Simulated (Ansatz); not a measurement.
Geometry optimisation, Ansatz, RKS B3LYP-D4/def2-SVP.

Input:

```yaml
crystal:
  periodic: [false, false, false]
  atoms:
    - { symbol: W, position_ang: [0.0, 0.0, 0.0] }
    - { symbol: F, position_ang: [0.0, 0.0, 2.2] }
    - { symbol: H, position_ang: [1.72, 0.0, 0.0] }
    - { symbol: F, position_ang: [0.0, 1.85, 0.0] }
    - { symbol: F, position_ang: [-1.85, 0.0, 0.0] }
    - { symbol: O, position_ang: [0.0, -1.94, 0.0] }
    - { symbol: H, position_ang: [0.3816, -2.2771, 0.8723] }
    - { symbol: O, position_ang: [0.0, 0.0, -1.94] }
    - { symbol: H, position_ang: [0.5278, 0.7924, -2.2771] }
    - { symbol: O, position_ang: [1.4721, 1.5335, 0.7063] }
    - { symbol: H, position_ang: [2.2027, 1.0805, 1.2365] }
    - { symbol: H, position_ang: [0.8771, 0.9137, 1.8599] }
basis:
  gaussian: { orbitals: def2-SVP }
hamiltonian:
  xc: b3lyp
  dispersion: d4
relax:
  f_tol: 0.15
  max_steps: 25
  restrain:
    - { distance: [0, 9], at: 1.94, k: 30.0 }
    - { distance: [11, 1], at: 0.92, k: 30.0 }
    - { distance: [0, 1], at: 3.05, k: 30.0 }
    - { distance: [11, 9], at: 2.21, k: 30.0 }
```

Launched with:

```bash
$ ansatz run input.yaml --threads 4 --pin off --max-ram 5120MiB --backend cpu --events-out ev --progress --plain --runs-dir out
```

Where does it end, and by what steps?

The forces met the threshold. The restraints hold the end off the free minimum; the threshold counts their pulls, which the force column leaves out. Restrained pairs: W1–O10 (2.24 → 1.92 Å), F2–H12 (1.31 → 0.93 Å), W1–F2 (2.20 → 3.06 Å), O10–H12 (1.44 → 2.22 Å). After 16 steps the energy has fallen by 6.710 eV (the restraints' own energy left out); F5 moved furthest, 1.36 Å. The start is strongly strained (largest force component 11 eV/Å), so its close contacts needn't be bonds.

```csv
step,energy less start (eV),largest force component (eV/Å),accepted
0,0.0000,11.066,yes
1,-1.8279,6.923,yes
2,-2.7394,4.891,yes
3,-4.2074,2.284,yes
4,-5.2375,1.876,yes
5,-5.6521,1.711,yes
6,-5.9279,1.040,yes
7,-6.1358,0.890,yes
8,-6.2806,0.836,yes
9,-6.4071,2.040,yes
10,-6.4876,1.996,yes
11,-6.6392,0.694,yes
12,-6.6590,1.075,yes
13,-6.6882,0.625,yes
14,-6.6951,0.591,yes
15,-6.7065,0.508,yes
16,-6.7096,0.559,yes
```

```xyz
12
Properties=species:S:1:pos:R:3
W 0.167 0.207 -0.166
F 0.802 0.049 2.819
H 1.660 -0.545 0.176
F -0.643 1.697 -1.066
F -1.213 0.457 1.115
O -0.315 -1.597 -0.090
H 0.202 -2.403 -0.219
O 0.796 -0.039 -1.938
H 0.574 0.639 -2.596
O 1.189 1.545 0.758
H 1.923 1.249 1.316
H 0.189 0.693 2.549
```

Time of the run: 55 s on 4 threads of Arm Neoverse V2, on a shared host, peak memory 0.43 GiB.
